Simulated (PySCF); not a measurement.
# Working out the ionisation energy of Ar²⁺

Ar²⁺ [Ne] 3s2 3p4 (3P) → Ar³⁺ [Ne] 3s2 3p3 (4S). Calculation: PySCF 2.14, in aug-cc-pwCVTZ; the non-relativistic Hamiltonian (point nucleus). Frozen: nothing. Energies in hartree (1 hartree = 27.21139 eV):

```
             part  Ar²⁺ (lower)  Ar³⁺ (upper)
              UHF   -525.309507   -523.861705
MP2 opposite-spin     -0.322732     -0.294441
    MP2 same-spin     -0.122912     -0.118746
```

Question: What does Hartree-Fock give?

Answer: (-523.861705) − (-525.309507) = 1.447802 hartree = 39.397 eV.

Question: What do MP2 and SCS-MP2 (6/5 opposite-spin, 1/3 same-spin) give?

Answer: The opposite-spin parts differ by 0.770 eV and the same-spin parts by 0.113 eV. MP2: 39.397 + (0.770) + (0.113) = 40.280 eV. SCS-MP2: 39.397 + 1.2 × (0.770) + (0.113)/3 = 40.359 eV.

A first-order spin-orbit estimate adds 0.062 eV to MP2 (all electrons), giving 40.342 eV against 40.735 ± 0.012 eV (semi-empirical (NIST evaluation); NIST Atomic Spectra Database, ionization energies).

What remains against the reference includes basis incompleteness and correlation beyond second order.
